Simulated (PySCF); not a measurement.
**Unknown compound**

Molecular formula: C$_{6}$H$_{12}$F$_{2}$. Simulated spectra:

$^{1}$H NMR (600 MHz, computed): δ 1.61 (m, 3H), 1.09 (s, 9H).

$^{13}$C{$^{1}$H} NMR (computed): δ 132.7, 41.1, 25.7, 21.4.

- geometry: GFN2-xTB
- PBE0/pcSseg-1 with gauge-including orbitals
- run in PySCF
- averaged over atoms made equivalent by symmetry, fast rotation or ring inversion, one conformer, gas phase, non-relativistic

Shifts are taken against calculated references (same method and geometry level): $^{1}$H and $^{13}$C vs TMS.

Propose a structure and justify it.

## Answers


Rings plus π bonds: 0. 4 carbon signals for 6 carbons: some carbons are equivalent by symmetry or fast rotation. Carbon types of the structure: 2 × C, 4 × CH3, which accounts for all hydrogens. δC 132.7: fully substituted sp3 carbon bonded to 2 F; 2 electronegative neighbours deshield it. δC 41.1: quaternary sp3 carbon; saturated and bonded to C and H only. δC 25.7, 21.4: methyl carbon; a saturated carbon with 1 carbon neighbour and no heteroatom attached. δH 1.61, 1.09: hydrogen on a methyl carbon.

Structure: (CH3)3CCF2CH3 (C(C)(C)(C)C(C)(F)F).

The shifts were computed for this structure.

Splittings by $^{19}$F in the carbon and heteronuclear signals aren't shown, as no couplings were computed. Shifts are as computed. Against solution values, carbons near 30 ppm lie about +3 ppm off and those near 130 ppm about +5 ppm. Of 1211 compounds with measured shifts, 218 miss one by over three times the rms of a fit or turn the order of signals round; such compounds aren't used in these exercises. No couplings were computed; multiplicities are counted from neighbouring protons, with m where these are inequivalent, close in shift, in a saturated or five-membered ring or joined by F or P, and br s for small geminal =CH2 splittings.
